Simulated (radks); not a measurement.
The germanium ion Ge+, 31 electrons, occupied as [Ar] 3d10 4s2 4p1 (the NIST ground configuration). Method: Dirac Kohn-Sham, revPBE, spin-unpolarised, spherical densities, finite nucleus; open shells fill j = l - 1/2 first; Fermi nuclear charge, rms radius 4.0742 fm; computed with a radial shooting solver on a logarithmic mesh with Libxc functionals.

Unscreened Slater integrals over Kohn-Sham orbitals (hartree). Large and small components are both included. Empty in this configuration: 4p3/2.

\begin{tabular}{lr}
integral & value \\ \hline
F0(4p1/2,4p1/2) & 0.35693 \\
F0(4p1/2,4s1/2) & 0.39294 \\
G1(4p1/2,4s1/2) & 0.25522 \\
F0(4p1/2,3d5/2) & 0.46673 \\
G3(4p1/2,3d5/2) & 0.029033 \\
F0(4p1/2,3d3/2) & 0.46698 \\
G1(4p1/2,3d3/2) & 0.033598 \\
F0(4p1/2,4p3/2) & 0.35416 \\
G2(4p1/2,4p3/2) & 0.18379 \\
F0(4s1/2,4s1/2) & 0.44397 \\
F0(4s1/2,3d5/2) & 0.56624 \\
G2(4s1/2,3d5/2) & 0.054897 \\
F0(4s1/2,3d3/2) & 0.56666 \\
G2(4s1/2,3d3/2) & 0.054090 \\
F0(4s1/2,4p3/2) & 0.38910 \\
G1(4s1/2,4p3/2) & 0.25007 \\
F0(3d5/2,3d5/2) & 1.2587 \\
F2(3d5/2,3d5/2) & 0.58579 \\
F4(3d5/2,3d5/2) & 0.36515 \\
F0(3d5/2,3d3/2) & 1.2631 \\
F2(3d5/2,3d3/2) & 0.58782 \\
G2(3d5/2,3d3/2) & 0.58695 \\
G4(3d5/2,3d3/2) & 0.36590 \\
F0(3d5/2,4p3/2) & 0.46000 \\
F2(3d5/2,4p3/2) & 0.087369 \\
G1(3d5/2,4p3/2) & 0.032468 \\
G3(3d5/2,4p3/2) & 0.027802 \\
F0(3d3/2,3d3/2) & 1.2675 \\
F2(3d3/2,3d3/2) & 0.58988 \\
F0(3d3/2,4p3/2) & 0.46025 \\
F2(3d3/2,4p3/2) & 0.086716 \\
G1(3d3/2,4p3/2) & 0.031936 \\
G3(3d3/2,4p3/2) & 0.027425 \\
F0(4p3/2,4p3/2) & 0.35146 \\
F2(4p3/2,4p3/2) & 0.18252 \\
\end{tabular}
